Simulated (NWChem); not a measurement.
# iodobenzene (C6H5I); SMILES Ic1ccccc1

```xyz
12

I      0.0000     0.0000    -1.5492
C      0.0000     0.0000     0.5558
C      0.0000    -1.2138     1.2430
C      0.0000    -1.2056     2.6377
C      0.0000     0.0000     3.3375
C      0.0000     1.2056     2.6377
C      0.0000     1.2138     1.2430
H      0.0000    -2.1591     0.6972
H      0.0000    -2.1553     3.1785
H      0.0000     0.0000     4.4298
H      0.0000     2.1553     3.1785
H      0.0000     2.1591     0.6972
```
Atoms are numbered in this order, from 1.

Computed with NWChem. Coordinates come from a PBE0/def2-SVP optimisation. Not confirmed as a minimum by frequencies. def2 effective core potentials on I; no spin-orbit coupling. B3LYP is NWChem's, with the RPA form of VWN correlation.

Question: Order these by “dipole (D)”, lowest first: HCTH/407/def2-SVP; LC-BLYP (range parameter 0.33 per bohr)/def2-SVP; PW91/def2-SVP; MPW1K/def2-SVP.

Answer: HCTH/407/def2-SVP (1.35), PW91/def2-SVP (1.42), LC-BLYP (range parameter 0.33 per bohr)/def2-SVP (1.50), MPW1K/def2-SVP (1.63)
